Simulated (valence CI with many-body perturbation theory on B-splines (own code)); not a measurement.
## Missing levels of Sr⁷⁺

Level of theory: relativistic CI+MBPT: three valence electrons over a frozen Dirac-Fock core [Ar] 3d10, a basis of 11 s, 11 p, 9 d, 7 f, 5 g, 2 h, 1 i functions for each j, with the one-electron correlation potential Σ1 (screened to all orders), the two-electron term Σ2, the three-electron term Σ3, Breit, model QED; selected single and double excitations, second order for the rest, scaled by the run's own slope (own B-spline code, finite nucleus).

Set against measurement, 9 paired levels are off by 104 cm⁻¹ on average, the worst by 168. These come from a selection out of Sansonetti, J. Phys. Chem. Ref. Data 41, 013102 (2012). Levels without a partner in it may be off by more.

```
           Level  E (cm⁻¹)
  4s2 4p 2P°_1/2         0
  4s2 4p 2P°_3/2     13193
   4s 4p2 4P_1/2    136840
   4s 4p2 4P_3/2    142560
   4s 4p2 4P_5/2    149190
   4s 4p2 2D_3/2    179980
   4s 4p2 2D_5/2    182070
   4s 4p2 2S_1/2    211470
   4s 4p2 2P_1/2         ?
   4s 4p2 2P_3/2    230680
   4s2 4d 2D_3/2    289450
   4s2 4d 2D_5/2    291160
 4p3 4S°_3/2 [a]         ?
 4p3 4S°_3/2 [b]    351590
     4p3 2D°_5/2    352290
     4p3 2P°_1/2    381630
     4p3 2P°_3/2         ?
4s 4p 4d 4F°_3/2         ?
4s 4p 4d 4F°_5/2         ?
4s 4p 4d 4F°_7/2         ?
```

Names give the largest LS component (configuration and term), which can be under half, so a name can repeat, a term be missing and a line seem to break the LS rules; names also repeat where a configuration has a term twice. Letters in brackets count levels of one name in rising energy.

Task: The levels stand in rising order. What does the calculation give for the missing energies?

Result: 4s 4p2 2P_1/2 225980; 4p3 4S°_3/2 [a] 347070; 4p3 2P°_3/2 385680; 4s 4p 4d 4F°_3/2 401690; 4s 4p 4d 4F°_5/2 404480; 4s 4p 4d 4F°_7/2 408710.
